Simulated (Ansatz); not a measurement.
Consider the redistribution: `[SiH3]N([SiH2]Cl)[SiH2]Cl` + `CS[SiH2]O` → `O[SiH2]S[SiH2]Cl` + `CN([SiH3])[SiH2]Cl`.

Program: Ansatz. Geometries: PBE0-D4/def2-TZVP. ΔE: electronic, gas phase. CCSD(T)/CBS is the MP2 limit (def2-TZVPP, def2-QZVPP) plus CCSD(T) − MP2 in def2-TZVPP, frozen cores. DFT in def2-TZVPP. B3LYP here is the variant with VWN-RPA as its local correlation; programs differ in this. One conformer a species, not always the lowest.

`[SiH3]N([SiH2]Cl)[SiH2]Cl`:

Cartesian coordinates in Å:
```
Si 0.254 -0.089 1.716
N -0.003 0.009 -0.011
Si -0.353 1.486 -0.835
Cl -0.382 2.962 0.603
Si 0.120 -1.498 -0.842
Cl -0.219 -1.124 -2.839
H 1.433 0.694 2.152
H -0.946 0.320 2.484
H 0.516 -1.536 1.962
H -1.688 1.475 -1.468
H 0.699 1.852 -1.807
H -0.905 -2.465 -0.391
H 1.473 -2.087 -0.724
```

`CS[SiH2]O`:

Cartesian coordinates in Å:
```
C -1.238 1.176 -0.093
S -0.384 0.395 1.309
Si 1.179 -0.592 0.271
O 0.650 -1.759 -0.763
H -1.588 0.428 -0.804
H -0.584 1.888 -0.596
H -2.097 1.708 0.315
H 2.040 -1.138 1.351
H 1.911 0.352 -0.605
H 0.111 -2.457 -0.386
```

`O[SiH2]S[SiH2]Cl`:

```xyz
10

O    -0.768    0.416    1.639
Si    0.395   -0.694    1.328
S     0.296   -1.418   -0.688
Si    0.127    0.464   -1.651
Cl   -1.822    1.128   -1.683
H    -1.660    0.242    1.330
H     1.672    0.007    1.581
H     0.279   -1.922    2.151
H     0.550    0.286   -3.056
H     0.931    1.490   -0.951
```

`CN([SiH3])[SiH2]Cl`:

Z-matrix (Å, degrees):
```
C
N 1 1.464
H 1 1.095 2 112.1
H 1 1.094 2 110.6 3 -120.8
H 1 1.093 2 110.7 3 120.4
Si 2 1.734 1 116.3 3 75.9
Si 2 1.707 1 118.2 3 -93.4
H 6 1.483 2 108.2 1 179.5
H 6 1.488 2 109.2 1 59.1
H 6 1.489 2 111.6 1 -59.7
Cl 7 2.067 2 112.8 1 72.3
H 7 1.477 2 109.2 1 -168.7
H 7 1.481 2 109.3 1 -44.4
```

```json
{"level": "PBE-D4", "ΔE (kcal/mol)": "2.4", "difference from CCSD(T)/CBS": "-2.5"}
{"level": "r2SCAN-D4", "ΔE (kcal/mol)": "3.8", "difference from CCSD(T)/CBS": "-1.1"}
{"level": "PBE0-D4", "ΔE (kcal/mol)": "3.1", "difference from CCSD(T)/CBS": "-1.8"}
{"level": "B3LYP-D4", "ΔE (kcal/mol)": "3.8", "difference from CCSD(T)/CBS": "-1.1"}
{"level": "ωB97X-V", "ΔE (kcal/mol)": "4.0", "difference from CCSD(T)/CBS": "-0.9"}
{"level": "ωB97M-V", "ΔE (kcal/mol)": "4.7", "difference from CCSD(T)/CBS": "-0.2"}
{"level": "B2PLYP", "ΔE (kcal/mol)": "3.9", "difference from CCSD(T)/CBS": "-1.0"}
{"level": "PBE", "ΔE (kcal/mol)": "2.0", "difference from CCSD(T)/CBS": "-2.9"}
{"level": "r2SCAN", "ΔE (kcal/mol)": "3.8", "difference from CCSD(T)/CBS": "-1.1"}
{"level": "PBE0", "ΔE (kcal/mol)": "2.8", "difference from CCSD(T)/CBS": "-2.1"}
{"level": "B3LYP", "ΔE (kcal/mol)": "3.1", "difference from CCSD(T)/CBS": "-1.8"}
{"level": "HF/def2-TZVPP", "ΔE (kcal/mol)": "4.5", "difference from CCSD(T)/CBS": "-0.4"}
{"level": "MP2/def2-TZVPP", "ΔE (kcal/mol)": "4.8", "difference from CCSD(T)/CBS": "-0.1"}
{"level": "SCS-MP2/def2-TZVPP", "ΔE (kcal/mol)": "4.9", "difference from CCSD(T)/CBS": "0.0"}
{"level": "CCSD/def2-TZVPP", "ΔE (kcal/mol)": "4.7", "difference from CCSD(T)/CBS": "-0.2"}
{"level": "CCSD(T)/def2-TZVPP", "ΔE (kcal/mol)": "4.7", "difference from CCSD(T)/CBS": "-0.2"}
{"level": "HF/def2-QZVPP", "ΔE (kcal/mol)": "4.8", "difference from CCSD(T)/CBS": "-0.1"}
{"level": "MP2/def2-QZVPP", "ΔE (kcal/mol)": "5.0", "difference from CCSD(T)/CBS": "0.1"}
{"level": "SCS-MP2/def2-QZVPP", "ΔE (kcal/mol)": "5.2", "difference from CCSD(T)/CBS": "0.3"}
{"level": "HF/CBS(def2)", "ΔE (kcal/mol)": "4.8", "difference from CCSD(T)/CBS": "-0.1"}
{"level": "MP2/CBS(def2)", "ΔE (kcal/mol)": "5.1", "difference from CCSD(T)/CBS": "0.2"}
{"level": "CCSD/CBS(def2)", "ΔE (kcal/mol)": "5.0", "difference from CCSD(T)/CBS": "0.1"}
{"level": "CCSD(T)/CBS", "ΔE (kcal/mol)": "4.9", "difference from CCSD(T)/CBS": "0"}
```

Largest T1 diagnostic among the species: 0.011.

From PBE to PBE0 (25 % exact exchange), in def2-TZVPP and without D4, ΔE moves by +0.8 kcal/mol.
